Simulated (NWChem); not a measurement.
## A calculation on BO (+1)

```xyz
2

B      0.0000     0.0000     0.7428
O      0.0000     0.0000    -0.4643
```
Charge +1, spin multiplicity 1.

Everything below was run with NWChem. The geometry was optimised at PBE/def2-SVP, a minimum by its harmonic frequencies.

Symmetry labels belong to the abelian group C2v used in the runs, with the axes of the coordinates shown; states degenerate in a higher group split over its labels.

The spin multiplicity of the parent species was assumed, not shown to be that of its ground state. The structure started from a generated list of species.

**Question.** List the lowest 3 singlet excitations that TD-CAM-B3LYP/aug-cc-pVDZ gives, with oscillator strengths.

**Answer.** 
```json
[
 {"state": "1", "symmetry": "b1", "energy (eV)": "1.36", "wavelength (nm)": "913", "f": "0.005"},
 {"state": "2", "symmetry": "b2", "energy (eV)": "1.36", "wavelength (nm)": "913", "f": "0.005"},
 {"state": "3", "symmetry": "a1", "energy (eV)": "3.98", "wavelength (nm)": "311", "f": "0.029"}
]
```
